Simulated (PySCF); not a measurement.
Compound: C₃H₈O₂SSi.
Atom-mapped SMILES: `[CH3:1][S:2][Si@H:3]([OH:4])[CH2:5][CH:6]=[O:7]` (hydrogens: H8, H9, H10 on C1; H11 on Si3; H12 on O4; H13, H14 on C5; H15 on C6)

Cartesian coordinates in Å at the GFN2-xTB level; atoms count from 1:
```xyz
15
C3H8O2SSi angstrom
C      2.937   -0.060    0.335
S      1.508   -1.008    0.937
Si     0.033   -0.166   -0.354
O      0.127    1.443   -0.269
C     -1.700   -0.705    0.261
C     -2.606    0.115   -0.549
O     -2.675    1.322   -0.486
H      2.709    0.999    0.382
H      3.162   -0.356   -0.684
H      3.772   -0.297    0.986
H      0.260   -0.606   -1.729
H     -0.696    1.946   -0.285
H     -1.885   -1.766    0.157
H     -1.755   -0.419    1.310
H     -3.197   -0.434   -1.306
```

Mayer bond orders were computed from the PBE0/pcSseg-1 density (PySCF). One conformer (not necessarily the lowest) at the GFN2-xTB geometry, without solvent, vibrations or thermal averaging.

Problem. Rank these bonds by Mayer order, highest first.
A. Si3–O4
B. Si3–C5
C. S2–Si3
D. C6–O7

Solution. D (1.91), A (1.08), C (1.00), B (0.82).

Problem. Set the orders of all bonds between heavy atoms beside their lengths and the difference of the Hirshfeld charges at their ends.

Solution. 
| bond | Mayer order | length (Å) | q(first) − q(second) (e) |
| --- | --- | --- | --- |
| C6–O7 | 1.912 | 1.210 | +0.351 |
| Si3–O4 | 1.077 | 1.614 | +0.696 |
| C5–C6 | 1.033 | 1.466 | -0.299 |
| S2–Si3 | 1.002 | 2.134 | -0.495 |
| C1–S2 | 0.993 | 1.818 | -0.009 |
| Si3–C5 | 0.816 | 1.916 | +0.555 |

Mayer orders depend on the basis set.
